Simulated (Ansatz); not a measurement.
`[SiH3][SiH2][TeH]` + `B[SeH]` → `B[Se][SiH2][SiH3]` + H₂Te at 700 K and 1 bar (ligand exchange at the Si–Te bond).

Computed with Ansatz on PBE0-D4/def2-TZVP structures; ΔE is electronic, products minus reactants. CBS: MP2 limit from def2 TZ/QZ plus the TZ coupled-cluster correction, frozen cores. def2 core potentials past Kr. For Se, Te outer-core shells are correlated without core-valence functions, which leaves a few kJ/mol of doubt a bond. Scalar relativity is left out up to krypton. Each species was taken in one conformer, which may not be the lowest.

```csv
species,CCSD(T)/CBS energy (Eh),H − E (kJ/mol),S (J/(mol·K))
`[SiH3][SiH2][TeH]`,-849.49595,202.7,479.3
`B[SeH]`,-2427.30556,113.4,312.4
`B[Se][SiH2][SiH3]`,-3007.88916,257.0,513.5
H₂Te,-268.91024,57.2,261.6
```

H − E and S are ideal-gas, rigid-rotor, harmonic terms from PBE0-D4/def2-TZVP, for one conformer and one mirror image of each species. 1 Eh = 2625.50 kJ/mol, R = 8.31446 J/(mol·K).

Task: By hand: ΔE, ΔH, ΔS and ΔG.

Result: ΔE = (-3007.88916) + (-268.91024) − (-849.49595) − (-2427.30556) = 0.00211 Eh = 5.5 kJ/mol. Δ(H − E) = 257.0 + 57.2 − 202.7 − 113.4 = -1.9, so ΔH = 3.6 kJ/mol. ΔS = 513.5 + 261.6 − 479.3 − 312.4 = -16.6 J/(mol·K). ΔG = 3.6 − 700 × (-16.6)/1000 = 15.2 kJ/mol.

Task: By hand: the equilibrium constant, and the temperature at which ΔG would vanish if ΔH and ΔS stayed fixed.

Result: log₁₀ K = −ΔG/(RT ln 10) = -1.1. ΔH and −TΔS have one sign here, so there is no such temperature.

TΔS isn't small against ΔH here. A doubt of 5 kJ/mol in ΔE shifts log₁₀ K by 0.4 here. Other conformers and mirror images would add mixing entropy, several J/(mol·K) or more a flexible species. Modes under 60 cm⁻¹, often nearly free rotors, make the harmonic entropy too high. These are equilibria of isolated gas molecules and say nothing of rates. Largest T1 diagnostic: 0.014 (customary marks: 0.02 for closed shells, 0.045 for open ones).
